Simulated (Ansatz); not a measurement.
Cost and result up the ladder for Fe(NH2)2 (FeN₂H₄) (7 atoms). Charge 0, multiplicity 5. Geometry: PBE0-D4/def2-TZVP.

```xyz
7

Fe    0.000    0.000    0.000
N     0.352   -1.417   -1.135
H    -0.281   -1.786   -1.828
H     1.206   -1.951   -1.164
N    -0.351    1.417    1.135
H    -0.767    1.349    2.051
H    -0.159    2.388    0.941
```

Ansatz on 2 threads of Intel Xeon Platinum 8375C on a shared host. Times are rough, and most runs start from the orbitals of an earlier one. ωB97X-V/def2-TZVP serves as the yardstick here, not as an exact answer. Differences are given only for rows in sets of like size (and for xTB, whose basis is part of the method), since another set adds its own error. Binding counts from free atoms at the same level (Fe quintet, N quartet, H doublet; other spins of the atoms weren't run), without zero-point energy or a counterpoise term.

The 6-31G sets use Cartesian d functions. LC-ωPBE has ω = 0.4 bohr⁻¹. B3LYP takes the VWN-RPA correlation. HSE06 is defined as in plane-wave codes, on full-range PBE exchange. Correlated methods freeze 7 core orbitals; core or outer-core shells of Fe are correlated, in sets that lack core-valence functions.

Run but left out: LDA (SPW92)/def2-TZVP (an occupied level 0.04 eV above an empty one); HF/STO-3G (⟨S²⟩ 6.55, where a pure state has 6.00).

Correlated methods converge slowly with the basis.

| level | functions | wall time | binding energy per atom (eV) | difference from ωB97X-V/def2-TZVP (eV) |
| --- | --- | --- | --- | --- |
| PBE-D4/def2-SVP | 79 | 6 s | 3.31 | – |
| PBE0-D4/def2-SVP | 79 | 7 s | 3.14 | – |
| PBE-D4/def2-TZVP | 131 | 7.5 s | 3.31 | 0.08 |
| HF/def2-TZVP (with forces) | 131 | 10 s | 1.96 | -1.26 |
| B3LYP-D4/6-31G | 55 | 11 s | 3.14 | – |
| LC-ωPBE/def2-TZVP | 131 | 11 s | 3.22 | -0.01 |
| PBE-D4/def2-TZVPD | 158 | 11 s | 3.33 | 0.10 |
| HSE06-D4/def2-TZVP | 131 | 12 s | 3.19 | -0.04 |
| BHLYP-D4/def2-TZVP | 131 | 12 s | 3.02 | -0.20 |
| CAM-B3LYP-D4/def2-TZVP | 131 | 13 s | 3.23 | 0.01 |
| r2SCAN0-D4/def2-TZVP | 131 | 16 s | 3.10 | -0.13 |
| ωB97X-V/def2-TZVP | 131 | 28 s | 3.22 | 0.00 |
| r2SCAN-D4/def2-TZVP (with forces) | 131 | 30 s | 3.20 | -0.03 |
| CCSD(T)/def2-TZVP | 131 | 96 s | 3.00 | -0.23 |
